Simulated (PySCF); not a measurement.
## From computed data to an observable: oscillator strength and radiative lifetime

C3H5FOSi, SMILES C#C[Si@H](O)CF.

Geometry optimised at PBE-D3(BJ)/def2-SVP. The structure was generated by enumeration; whether it is a known compound was not checked. The values are those of a single conformer.

TDDFT-PBE/def2-SVPD (PySCF) puts the first singlet state with f over 0.02 at 6.34 eV (vertical), with the transition dipole (-0.638, -0.182, 0.214) in atomic units.

### Question
Find the oscillator strength, the wavelength and the radiative lifetime that this transition would have in vacuum if emission retraced absorption.

### Answer

|μ|² = 0.4860 au, so |μ| = 1.77 D. ΔE = 6.34/27.211 = 0.2330 hartree. f = (2/3) ΔE |μ|² = 0.075 (the program prints 0.075).
λ = 1239.84/6.34 = 196 nm; ν = 51136 cm⁻¹.
Einstein's coefficient A = 0.6670 ν² f s⁻¹ (ν in cm⁻¹) = 1.3e8 s⁻¹, so τ = 1/A = 7.6 ns. This state is S6; the lower singlets have f = 0.003, 0.008, 0.015, 0.019, 0.003. The figure is the radiative limit of this one transition; relaxation, internal conversion, crossing to triplets and a medium change what is measured.
